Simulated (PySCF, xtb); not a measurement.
3-methylthiophene (C5H6S), SMILES Cc1ccsc1.

xtb with GFN2-xTB at its own geometry gives an orbital gap of 3.99 eV and a dipole moment of 1.49 D.

Geometry optimised at PBE0-D3(BJ)/def2-SVP.

### Question
What does PBE/def2-TZVP (PySCF) give? (Estimate from the structure and the level; the computed values follow.)

### Answer
gap 4.50 eV (levels -5.63 and -1.14 eV), dipole 0.85 D.
